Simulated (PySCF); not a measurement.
C9H10O: calculation and literature

Numbering as in the mapped SMILES `[CH2:1]=[CH:2][CH2:3][O:4][c:5]1[cH:6][cH:7][cH:8][cH:9][cH:10]1`. Hydrogens are named by the atom that carries them. Ha(C1) is cis to C3; Hb(C1) is trans to C3.

Gas phase, relativity neglected, equivalent nuclei averaged, a single conformation. σ from GIAO-PBE0/pcSseg-1; structure optimised with GFN2-xTB; PySCF 2.14.

Reference values: estimated from measurements, as parent shift plus tabulated substituent increment (solution, not stated per compound (mostly CDCl3 or CCl4); Pretsch, Buehlmann, Badertscher, Structure Determination of Organic Compounds, 4th ed. (2009)).
```tsv
atoms	quantity	reference	computed	computed, scaled
H(C7)/H(C9)	δ $^{1}$H	7.21	7.59	7.25
H(C8)	δ $^{1}$H	6.91	7.18	6.86
H(C6)/H(C10)	δ $^{1}$H	6.89	7.02	6.71
```

Computed shifts are σ(ref) − σ with the named reference compound (TMS for H and C) calculated as an isolated molecule at the same level. The measured values may be among those fitted. Shieldings were converted by linear fits to measured shifts (mostly CDCl3, TMS scale, for H and C): $^{1}$H (scatter 0.17 ppm rms, 0.18 ppm with the 4 outliers that the fit left out). A few per cent of atoms miss by over 2 rms, more outside the fitted compound classes.

How far are the unscaled $^{1}$H shifts from the references?

## Answers

Mean signed difference +0.26 ppm, mean absolute 0.26 ppm over 3 comparisons; the largest is +0.38 ppm at H(C7)/H(C9) (hydrogen on an aromatic CH).
